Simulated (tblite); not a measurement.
C4H5 (SMILES [CH]=CC=C), doublet, geometry from GFN2-xTB; GFN1-xTB run with tblite.

Here is a job for tblite.
```
$ tblite run mol.xyz --method gfn1 --charge 0 --spin 1 --etemp 2000 --json tblite.json --no-restart

# file mol.xyz
9

C     -1.45006822    -1.07167082    -0.63158736
C     -0.25920185    -0.56808578    -0.50436756
C      0.13180099     0.47529935     0.45030056
C      1.36582743     0.95156397     0.53475037
H     -2.41592108    -0.96137587    -0.19544851
H      0.55153888    -0.91673113    -1.13669287
H     -0.65429776     0.84357236     1.09483111
H      2.15903411     0.59378581    -0.10123445
H      1.62949575     1.71810851     1.24396860
```

It wrote (shortened):

```
xTB calculator
 | screened Coulomb repulsion
 | Coulomb electrostatics
 |  * isotropic Klopman-Ohno-Mataga-Nishimoto electrostatics
 |  * onsite third-order electrostatics
 | DFT-D3(BJ) dispersion correction

halogen bonding energy    0.0000000000000E+00 Eh
repulsion energy          2.1675471857956E-01 Eh
dispersion energy        -2.4257966063395E-03 Eh
number of electrons       2.1000000000000E+01 e
integral cutoff           1.9731147476801E+01 bohr

------------------------------------------------------------
  cycle        total energy    energy error   density error
------------------------------------------------------------
      1     -10.98383770392  -1.1198167E+01   6.2837816E-01
      2     -10.98593736172  -2.0996578E-03   3.7773013E-01
      3     -10.98424900080   1.6883609E-03   3.8946446E-02
      4     -10.98632641128  -2.0774105E-03   1.7397952E-03
      5     -10.98633023643  -3.8251442E-06   6.5344396E-04
      6     -10.98633053185  -2.9541858E-07   1.2838992E-04
      7     -10.98633054616  -1.4315553E-08   8.3727170E-06
------------------------------------------------------------

electronic energy        -1.1200659468135E+01 Eh
total energy             -1.0986330546162E+01 Eh

Post processing:
 | Mayer-Wiberg bond orders

[Info] JSON dump of results written to 'tblite.json'
```
